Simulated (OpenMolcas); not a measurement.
# Tb²⁺: CASPT2 settings compared

| Item | Value |
| --- | --- |
| Program | OpenMolcas |
| Basis | ANO-RCC-VDZP [7s6p4d2f1g] |
| Scalar Hamiltonian | DKH2, point nucleus |
| Active space | 9 electrons in 7 orbitals (4f) |
| State averaging | 2S+1 = 6 odd, 21 roots (18 in the spin-orbit step); 2S+1 = 4 odd, 224 roots (48 in the spin-orbit step) |
| Spin-orbit coupling | RASSI with atomic mean-field integrals over the reference wave functions, term energies averaged over their components |

Methods on the same reference wave functions:
A. CASSCF
B. SS-CASPT2, IPEA 0.6 Eh, sigma1 regulariser 0.05 Eh (closed shells correlated: 4d 5s 5p)
C. SS-CASPT2, IPEA 0.35 Eh, imaginary shift 0.5 Eh (closed shells correlated: none)
D. SS-CASPT2, IPEA 0 Eh, real shift 0.5 Eh (closed shells correlated: 4d 5s 5p)

Energies in cm-1 above 4f9 6H* 15/2, the measured ground level; measured values from Martin, Zalubas and Hagan, Atomic Energy Levels: The Rare-Earth Elements, NSRDS-NBS 60 (1978).

```json
{"Level": "4f9 6H* 15/2", "A": "0.0", "B": "0.0", "C": "0.0", "D": "0.0", "Measured": "0.0"}
{"Level": "4f9 6H* 13/2", "A": "2944", "B": "2970", "C": "2970", "D": "3000", "Measured": "2805"}
{"Level": "4f9 6H* 11/2", "A": "5162", "B": "5180", "C": "5180", "D": "5210", "Measured": "4735"}
{"Level": "4f9 6H* 9/2", "A": "6816", "B": "6810", "C": "6810", "D": "6800", "Measured": "6258"}
{"Level": "4f9 6H* 7/2", "A": "8053", "B": "8020", "C": "8030", "D": "8000", "Measured": "7422"}
{"Level": "4f9 6H* 5/2", "A": "8957", "B": "8910", "C": "8920", "D": "8880", "Measured": "8286"}
{"Level": "4f9 6F* 11/2", "A": "9488", "B": "8000", "C": "8570", "D": "7370", "Measured": "6470"}
{"Level": "4f9 6F* 9/2", "A": "10400", "B": "8850", "C": "9410", "D": "8170", "Measured": "7622"}
{"Level": "4f9 6F* 7/2", "A": "11954", "B": "10420", "C": "10980", "D": "9750", "Measured": ""}
{"Level": "4f9 6F* 5/2", "A": "13413", "B": "11900", "C": "12470", "D": "11240", "Measured": "10220"}
{"Level": "4f9 6F* 3/2", "A": "14546", "B": "13050", "C": "13620", "D": "12410", "Measured": ""}
{"Level": "4f9 6F* 1/2", "A": "15254", "B": "13770", "C": "14340", "D": "13130", "Measured": ""}
```

Deviations, from unrounded energies. A percentage is the sum of absolute deviations over the sum of measured energies, with the sign that they share, or ± where signs differ.

```csv
Against measurement,Levels,A,B,C,D
mean absolute deviation (cm-1),8,1400,850,1100,610
fine structure of the ground term (%),5,+8.2,+8.1,+8.1,+8.1
other terms of the ground configuration (%),3,+37.0,+18.2,+25.2,+10.2
```

D lies closest to measurement on these levels and A furthest from it. The largest miss of D in the table is 4f9 6F* 5/2, by +1000 cm-1. The ranking rests on the paired levels alone, and a cruder setting can come out closer through cancelling errors.

Among B to D the level of the table that moves most is 4f9 6F* 9/2, by 1200 cm-1 (lowest in D, highest in C). Moves below CASPT2's spread within the term are not significant.

The lowest spin-free term lies below A's lowest term by 0.937 hartree in B, 0.248 hartree in C, 0.971 hartree in D.

CASPT2 does not keep the components of a term degenerate, so their means are used; among the terms shown or strongly mixed into the levels shown the widest spread is 240 cm-1 (4f9 6H*, B). High states are left out of the spin-orbit mixing, which shifts the levels that they would mix with. Without dynamic correlation excited terms often stand tens of per cent too high (terms of higher spin than the ground term too low), and those without a measured partner can miss by more than the paired ones (holds for A). Some terms miss by over 15 % even with CASPT2, which points to a basis or an active space too small for the shells correlated (holds for B; C). Measured partners are found by configuration, term and J. A level has none where our copy of the source lacks it or the pairing is in doubt (some pairs that miss far off the trend of their configuration count as doubtful), and it then counts in no deviation. Levels of configurations outside the active space are missing. The table leaves out levels that lie high or whose names do not pair safely across all columns.

* marks odd parity.
